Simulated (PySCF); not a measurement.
Gas-phase reaction: 2 GeCl4 + GeH3Cl = 3 H + 3 GeCl3

Method: PySCF energies plus ideal-gas RRHO corrections (1 bar). † marks an energy on the PBE0/def2-TZVP geometry and frequencies; other levels use their own. MP2 and CCSD(T) freeze the core. 6-31G* has spherical d functions here. Open shells (unrestricted): H (multiplicity 2), GeCl3 (multiplicity 2); the rest are closed-shell singlets. B3LYP is the form with VWN-RPA correlation. Ge: all electrons, no relativistic terms. GeCl3: computed as isolated molecules; such fragments, hydroxides, amides, oligomers or adducts are transient or little studied in the gas. MP2 isn't extrapolated to the basis-set limit; its ΔH°(298 K) is 969.7 kJ in def2-SVP and 994.9 kJ in def2-TZVPP. CCSD(T) isn't extrapolated to the basis-set limit. The harmonic model lacks anharmonicity and excited electronic states, which grow with temperature; levels with a mode under 35 cm⁻¹ are left out.

```tsv
level	ΔE electronic, kJ	ΔH°(298 K), kJ	ΔS°(298 K), J/K	ΔG°(1200 K), kJ
B3LYP/6-31G*	964	916	395	423
BLYP/def2-TZVP†	927	879	390	390
CCSD(T)/def2-SVP†	1038	990	390	502
HF/6-31G*	810	758	390	269
MP2/def2-SVP†	1018	970	390	481
MP2/def2-TZVPP†	1043	995	390	507
PBE/def2-SVP	945	899	394	407
ωB97M-V/def2-TZVP†	1030	982	390	494
```
ΔH° is lowest at HF/6-31G* and highest at MP2/def2-TZVPP†. No reference value is set beside these.
